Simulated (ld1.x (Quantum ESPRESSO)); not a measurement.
**How hard is this Mg (Z = 12) TM potential?**

```
Element                 : Mg (Z = 12)
Generator               : ld1.x (Quantum ESPRESSO) 7.5
Type                    : norm-conserving Troullier–Martins (Kleinman–Bylander form)
Functional              : PBE
Relativity              : scalar-relativistic
Frozen core             : [Ne]
Valence charge          : 2
Reference configuration : 3s1 3p0 (charge +1)
Partial waves           : 3p (bound, empty): rc 3.05 bohr; 3s (bound): rc 1.75 bohr
Local potential         : the s channel
Core correction         : none
```

The pseudo-atom Hamiltonian at the reference potential is diagonalised in spherical Bessel functions j_l(qr) that vanish at 20 bohr, with q² up to the cutoff. All-electron valence levels (Ry): 3p -0.5180, 3s -0.8363.

Problem. How do the lowest levels (Ry) of each channel move with the cutoff, and are there ghosts?

Solution.

```tsv
cutoff (Ry)	p #1	s #1	d #1	d #2	f #1	Σ f·Δε (mRy)
8	-0.5180	-0.8302	-0.1970	-0.0635	-0.0565	6.0
12	-0.5180	-0.8307	-0.1972	-0.0636	-0.0565	5.6
15	-0.5180	-0.8318	-0.1973	-0.0637	-0.0565	4.5
21	-0.5180	-0.8349	-0.1973	-0.0637	-0.0565	1.3
25	-0.5180	-0.8355	-0.1973	-0.0637	-0.0565	0.8
35	-0.5180	-0.8357	-0.1973	-0.0637	-0.0565	0.6
400	-0.5180	-0.8363	-0.1974	-0.0637	-0.0565	0.0
```

Result: no extra level below or beside the all-electron valence levels (p, s, d, f tested); 10 mRy is reached at 8 Ry and 1 mRy at 25 Ry.
